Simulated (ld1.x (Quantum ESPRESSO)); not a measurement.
## Which setting gave this result? (gallium, PAW)

Base potential:

Ga, PAW, made with ld1.x (Quantum ESPRESSO) 7.5 (PBE, scalar-relativistic). Core [Ar], reference 3d10 4s1.5 4p1.5. Waves: 4s (bound): rcut 1.55, rcutus 1.95 bohr; 4s channel at 0.5 Ry: rcut 1.55, rcutus 1.95 bohr; 4p (bound): rcut 1.80, rcutus 2.45 bohr; 4p channel at 1.7 Ry: rcut 1.80, rcutus 2.45 bohr; 3d (bound): rcut 0.65, rcutus 0.85 bohr; 3d channel at 2.45 Ry: rcut 0.65, rcutus 0.85 bohr. Local part: all-electron potential smoothed inside 0.95 bohr (lloc = -2). Core correction: a·sin(br)/r model core inside 0.85 bohr. Augmentation charge: BG, radius 0.60 bohr.

Cutoffs, loose and tight: the cutoffs (Ry, on a coarse ladder) from which the occupation-weighted sum of valence levels, in a spherical-Bessel basis at the reference potential, stays within 10 and 1 mRy of its value at 400 Ry. They do not see the model core or the augmentation charge, which bear on the density cutoff. Test errors are all-electron minus pseudo excitation energies from the reference, over the configurations 3d10 4s2 4p1; 3d10 4s2 4p0; 3d10 4s1 4p0; 3d10 4s2 4p0.5; 3d10 4s1 4p1; 3d10 4s1 4p2; 3d9 4s2 4p1; variants that change the core or the reference have their own tests.

Only the d radius is moved (1 further runs of the sweep failed or gave no value and are left out):

```csv
d radius (bohr),"cutoff, loose","cutoff, tight",bound ghosts,largest test error (meV)
0.72,300 Ry,over 300 Ry,none,test run stopped at test 1 of 7 (negative rho)
1,160 Ry,260 Ry,none,"test run stopped at test 2 of 7 (negative rho), 1 before it not solved"
1.1,140 Ry,200 Ry,none,"test run stopped at test 2 of 7 (negative rho), 1 before it not solved"
1.24,80 Ry,160 Ry,none,test run stopped at test 1 of 7 (negative rho)
```

Question: One more run gave cutoff, loose: 230 Ry; cutoff, tight: over 300 Ry; bound ghosts: none; largest test error (meV): test run stopped at test 1 of 7 (negative rho). Which value of the d radius was used?

Answer: 0.82 bohr. The loose cutoff moves one way along this sweep, from 300 Ry at 0.72 to 80 Ry at 1.24 bohr, which places the run between 0.72 and 1 bohr.
